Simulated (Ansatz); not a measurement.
Reaction (cleavage of the Si–P bond): `N[SiH2]P` + HI → `N[SiH2]I` + PH₃

Program: Ansatz. Geometries: PBE0-D4/def2-TZVP. ΔE: electronic, gas phase. CCSD(T)/CBS adds triple-zeta CCSD(T) − MP2 to the extrapolated MP2 energy (def2 sets, frozen cores). This one scheme is used for every species. DFT in def2-TZVPP. Elements past krypton have def2 core potentials. For I outer-core shells are correlated without core-valence functions, which leaves a few kJ/mol of doubt a bond. Each species was taken in one conformer, which may not be the lowest.

CCSD(T)/CBS gives -83.3 kJ/mol.

Question: Another level gave -82.0 kJ/mol. Which?
A. r2SCANh/def2-TZVPP
B. LC-ωPBE/def2-TZVPP
C. MP2/def2-TZVPP
D. B97M-V/def2-TZVPP

Answer: A. r2SCANh -82.0, LC-ωPBE -77.1, MP2/def2-TZVPP -86.4, B97M-V -71.5 kJ/mol.

Question: What do rigid-rotor, harmonic-oscillator terms from PBE0-D4/def2-TZVP frequencies (298.15 K, 1 bar) make of the CCSD(T)/CBS value? (An estimate is asked.)

Answer: Ansatz gave: ΔZPE = +6.7 kJ/mol, ΔH = -78.3 kJ/mol, ΔS = -4 J/(mol·K), ΔG = -77.1 kJ/mol.

Largest T1 diagnostic among the species: 0.013.

From BLYP to BHLYP (50 % exact exchange), in def2-TZVPP and without D4, ΔE moves by −5.3 kJ/mol. Leaving LDA and LC-ωPBE aside and taking each functional with its dispersion term where it has one, the values, not all of them listed here, spread over 14.3 kJ/mol, from BHLYP-D4 to B97M-V. LDA lies +3.1 kJ/mol from PBE without D4.
